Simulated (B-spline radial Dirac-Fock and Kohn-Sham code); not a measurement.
## Auger decay of the 2s hole in Pt⁴⁺

System: the Pt⁴⁺ ion in the configuration [Xe] 4f14 5d6.

Calculated with a B-spline atomic structure program, using one-electron (LDA, Dirac) transition rates at Dirac-Fock energies. Kinetic energies are configuration averages from the vacuum level; the two-hole energies are estimated from single-hole states.

```
transition  kinetic energy (eV)  width (meV)  share (%)
   L1-L3M5                36.96         4310       46.5
   L1-L2N7                449.6          252        2.7
   L1-L3N1               1486.4          252        2.7
   L1-L3N4               1885.8          395        4.3
   L1-L3N5               1904.4          485        5.2
   L1-L3N6               2155.0          317        3.4
   L1-L3N7               2158.7          394        4.2
   L1-M1M3               7811.1          216        2.3
   L1-M1M5               8327.4          220        2.4
   L1-M4M5               9418.9          315        3.4
```

Coster-Kronig rates are the weakest part of this model and often come out 1.5 to 2.5 times too large. The listed channels hold 77 % of the non-radiative rate. Summed by principal shells, of 9.28 eV in all: LLM 46.5 %, LLN 29.1 %, LMM 14.5 %, LMN 5.6 %, LLO 3.1 %, LMO 0.7 %.
